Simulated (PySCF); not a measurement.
CHF, SMILES [CH]F (connectivity only; charge and spin as stated), neutral, multiplicity 1.

Geometry: B3LYP-D3(BJ)/def2-TZVPD. The isomer is the one that the SMILES or the coordinates give; other isomers of the formula were not compared.

Lowest vertical singlet excitation by several levels in PySCF, with rough processor times relative to the cheapest run on one machine. Each run also gave further roots (ADC and EOM-CCSD ionised and attached states too); roots are paired by order and the bases differ. EOM-CCSD serves as a yardstick, not as the true value; all levels that ended soundly for this molecule are listed, with differences from unrounded values.

| level | relative cost | S1 (eV) | S1 minus EOM-CCSD (eV) |
|---|---|---|---|
| TDA-PBE/def2-TZVPD | 1 | 2.39 | -0.15 |
| ADC(2)/aug-cc-pVDZ | 1 | 2.36 | -0.18 |
| TDA-LC-ωPBE/def2-TZVPD | 2 | 2.36 | -0.18 |
| TDA-CAM-B3LYP/def2-TZVPD | 2 | 2.41 | -0.13 |
| EOM-CCSD/aug-cc-pVDZ | 3 | 2.54 | 0.00 |
